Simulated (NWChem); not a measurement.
System: GeNH$_{5}$Te; SMILES N[Te][GeH3]

```xyz
8

Te     0.3123    -0.9065     0.0000
N     -1.7493    -1.1735     0.0000
H     -1.9978    -1.7245     0.8213
H     -1.9978    -1.7245    -0.8213
Ge     0.0041     1.6373     0.0000
H      1.4068     2.2769     0.0000
H     -0.7689     2.0654    -1.2588
H     -0.7689     2.0654     1.2588
```
Atoms are numbered in this order, from 1.

Results from NWChem. All runs use the structure optimised with PBE0/def2-SVP. def2 effective core potentials on Te; no spin-orbit coupling. Level M06-2X/def2-SVP: energy and gradient on several grids; changes count from the extra-fine grid, which is no exact limit either.

```tsv
grid	size of the energy change (μHa)	largest change of a gradient component (μHa/bohr)	time, medium = 1 (rough)
xcoarse	10000	5000	0.5
coarse	400	700	about 1
medium	50	100	about 1
fine	< 10	30	about 1
xfine	< 10	< 30	about 1
```
